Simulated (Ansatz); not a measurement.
`C=C[SiH2]BN` + silanol → `C=C[SiH2]O[SiH3]` + `BN`  (cleavage of the Si–B bond)

Program: Ansatz. Geometries: PBE0-D4/def2-TZVP. ΔE: electronic, gas phase. CBS: MP2 limit from def2 TZ/QZ plus the TZ coupled-cluster correction, frozen cores. This one scheme is used for every species. DFT in def2-TZVPP. One conformer a species, not always the lowest.

`C=C[SiH2]BN`:

Z-matrix (Å, degrees):
```
Si
C 1 1.868
B 1 2.020 2 112.0
H 1 1.498 2 108.9 3 121.7
H 1 1.493 2 107.3 3 -122.2
C 2 1.330 1 123.9 3 115.7
H 2 1.090 1 118.3 3 -62.8
N 3 1.386 1 120.6 2 119.5
H 3 1.200 1 121.9 2 -60.2
H 6 1.087 2 122.2 1 -178.6
H 6 1.086 2 121.7 1 1.5
H 8 1.007 3 123.3 1 -180.0
H 8 1.007 3 123.3 1 0.5
```

`O[SiH3]`:

Cartesian coordinates in Å:
```
O -0.181 0.024 1.269
Si 0.061 -0.175 -0.349
H -0.286 0.917 1.598
H -1.081 0.354 -1.145
H 0.189 -1.635 -0.564
H 1.298 0.515 -0.809
```

`C=C[SiH2]O[SiH3]`:

Z-matrix (Å, degrees):
```
Si
C 1 1.853
O 1 1.636 2 109.7
H 1 1.486 2 110.6 3 119.4
H 1 1.490 2 110.0 3 -120.8
C 2 1.330 1 123.1 3 -0.7
H 2 1.090 1 118.6 3 179.2
Si 3 1.633 1 145.9 2 -94.5
H 6 1.086 2 122.3 1 179.8
H 6 1.086 2 121.6 1 -0.4
H 8 1.486 3 109.5 1 104.6
H 8 1.484 3 109.0 1 -136.0
H 8 1.487 3 110.4 1 -15.6
```

`BN`:

```xyz
6

B     0.411    0.542   -0.065
N    -0.422   -0.557    0.067
H     1.496    0.511    0.439
H     0.023    1.493   -0.679
H    -1.346   -0.600   -0.330
H    -0.162   -1.389    0.569
```

| level | ΔE (kcal/mol) | difference from CCSD(T)/CBS |
| --- | --- | --- |
| r2SCAN-D4 | -30.5 | 1.0 |
| PBE0-D4 | -28.3 | 3.2 |
| ωB97X-V | -31.2 | 0.3 |
| ωB97M-V | -32.0 | -0.5 |
| PBE | -25.3 | 6.2 |
| r2SCAN | -30.3 | 1.2 |
| HF/def2-TZVPP | -37.8 | -6.3 |
| MP2/def2-TZVPP | -32.7 | -1.2 |
| SCS-MP2/def2-TZVPP | -33.5 | -2.0 |
| CCSD(T)/def2-TZVPP | -31.3 | 0.2 |
| HF/def2-QZVPP | -38.4 | -6.9 |
| MP2/def2-QZVPP | -33.1 | -1.6 |
| SCS-MP2/def2-QZVPP | -33.9 | -2.4 |
| HF/CBS(def2) | -38.4 | -6.9 |
| MP2/CBS(def2) | -33.0 | -1.5 |
| CCSD/CBS(def2) | -32.5 | -1.0 |
| CCSD(T)/CBS | -31.5 | 0 |

Largest T1 diagnostic among the species: 0.013.

The D4 term adds −1.1 kcal/mol with B3LYP and −0.6 kcal/mol with PBE0; it sums over pairs of atoms, weighted by their polarisabilities, and B3LYP, whose exchange is more repulsive, gets the larger term. In def2-TZVPP, CCSD(T) changes the Hartree–Fock value by +6.5 kcal/mol (the triples alone add +0.9 kcal/mol) and MP2 by +5.1 kcal/mol. From PBE to PBE0 (25 % exact exchange), in def2-TZVPP and without D4, ΔE moves by −2.3 kcal/mol.

B3LYP here is the variant with VWN-RPA as its local correlation; programs differ in this.
